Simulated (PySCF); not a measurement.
## Correlation energy of Fe⁺ (iron, charge +1)

[Ar] 3d6 4p1, one real determinant (an excited configuration). All numbers are calculated (PySCF 2.14, scalar relativity by spin-free X2C-1e, in ANO-RCC-VTZP). Frozen: [Ne]; 15 electrons correlated.

```tsv
level	correlation energy (mhartree)
CCSD	-440.03
(T)	-8.24
CCSD(T)	-448.27
```

Diagnostics: T1 = 0.010, D1 = 0.0332, largest double amplitude 0.037.

Task: Is a single reference adequate?

Result: Yes: T1 lies below 0.03 and no double amplitude reaches 0.07.

The basis was made for the ground configuration and has no added diffuse functions, which can raise the energy of the promoted electron.

The reference is one real determinant that mixes LS terms of this configuration.
